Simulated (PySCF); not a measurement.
A PySCF script (with the pyscf-properties extension) for the NMR shieldings of `C=C(C)/C(C)=C/B(C)C`, C8H15B, on a GFN2-xTB geometry:

```python
import basis_set_exchange as bse
import numpy as np
from pyscf import gto, dft
from pyscf.prop import nmr

atoms = """
C     3.165484   -0.053257   -0.615572
C     2.111618    0.075235    0.191246
C     2.324566    0.417380    1.640081
C     0.732367   -0.118412   -0.275929
C     0.557319   -0.712459   -1.644380
C    -0.334410    0.263228    0.450242
B    -1.846097    0.124113    0.154964
C    -2.773348    1.380906    0.417401
C    -2.532095   -1.241531   -0.258772
H     4.169036    0.083835   -0.247825
H     3.082690   -0.283820   -1.662174
H     1.784665   -0.276707    2.281696
H     1.970984    1.425638    1.853270
H     3.382023    0.370565    1.887185
H     0.925784   -0.022572   -2.402950
H    -0.491450   -0.902221   -1.842181
H     1.115058   -1.643039   -1.735131
H    -0.123472    0.780379    1.381110
H    -2.278464    2.330577    0.224117
H    -3.701004    1.360030   -0.150120
H    -3.055585    1.390071    1.471168
H    -1.875241   -2.107092   -0.221833
H    -3.388571   -1.447021    0.382267
H    -2.933593   -1.174065   -1.270326
"""
names = dict.fromkeys(["C", "B", "H"], "pcSseg-1")
basis = {el: gto.basis.parse(bse.get_basis(n, elements=[el], fmt="nwchem")) for el, n in names.items()}
mol = gto.M(atom=atoms, basis=basis, charge=0, verbose=0)
mf = dft.RKS(mol, xc="PBE0")
mf.grids.level = 2
mf.grids.alignment = dft.numint.BLKSIZE   # the property module wants whole blocks of grid points
mf.conv_tol = 1e-9
mf.kernel()

calc = nmr.RKS(mf)   # GIAO
C = mf.mo_coeff
Co = C[:, mf.mo_occ > 0]
resp = mf.gen_response(singlet=True, hermi=2)
def vind(x):   # induced exchange potential for any number of trial vectors
    d = np.einsum("pi,xij,qj->xpq", C, 2 * x.reshape(-1, C.shape[1], Co.shape[1]), Co, optimize=True)
    return np.einsum("xpq,pi,qj->xij", resp(d - d.transpose(0, 2, 1)), C, Co, optimize=True).ravel()
mo1, _ = nmr.rhf.solve_mo1(calc, with_cphf=vind)
sigma = calc.kernel(mo1)
for i, s in enumerate(sigma):   # ppm
    w = np.linalg.eigvalsh((s + s.T) / 2)
    print("%2d %-2s iso %8.1f  s11 %8.1f  s22 %8.1f  s33 %8.1f" % (i, mol.atom_pure_symbol(i), w.mean(), *w))
```

Task: What does it print?

Result: 
```
 0 C  iso     65.4  s11    -33.1  s22     76.1  s33    153.3
 1 C  iso     34.3  s11    -79.7  s22     26.1  s33    156.4
 2 C  iso    162.6  s11    147.2  s22    157.5  s33    183.3
 3 C  iso     32.0  s11    -72.6  s22     12.2  s33    156.4
 4 C  iso    164.5  s11    153.5  s22    158.3  s33    181.5
 5 C  iso     41.6  s11    -55.6  s22     33.7  s33    146.8
 6 B  iso     18.3  s11    -40.0  s22    -25.5  s33    120.4
 7 C  iso    172.0  s11    152.4  s22    177.2  s33    186.5
 8 C  iso    171.0  s11    153.2  s22    175.6  s33    184.2
 9 H  iso     26.3  s11     24.2  s22     24.7  s33     29.9
10 H  iso     26.3  s11     24.0  s22     24.2  s33     30.7
11 H  iso     29.8  s11     25.7  s22     29.2  s33     34.4
12 H  iso     29.3  s11     25.2  s22     28.3  s33     34.5
13 H  iso     29.8  s11     25.6  s22     29.0  s33     34.9
14 H  iso     29.6  s11     25.7  s22     28.3  s33     34.9
15 H  iso     29.6  s11     24.1  s22     29.3  s33     35.4
16 H  iso     29.8  s11     25.7  s22     28.7  s33     34.9
17 H  iso     25.1  s11     21.1  s22     23.6  s33     30.6
18 H  iso     30.7  s11     26.9  s22     30.0  s33     35.2
19 H  iso     30.7  s11     27.1  s22     29.8  s33     35.2
20 H  iso     31.1  s11     27.3  s22     29.2  s33     36.9
21 H  iso     30.5  s11     26.5  s22     30.5  s33     34.4
22 H  iso     30.7  s11     26.8  s22     29.2  s33     36.0
23 H  iso     30.6  s11     27.0  s22     29.4  s33     35.4
```

These numbers come from an equivalent density-fitted implementation of the same equations, which agrees with the script to about 0.01 ppm for H and up to a few tenths of a ppm for heavy atoms, so last digits may differ.

Size and cost of the density-fitted run: 228 basis functions, 110 s wall time on 1 thread of an Arm Neoverse N1, shared host; peak memory 0.97 GiB.
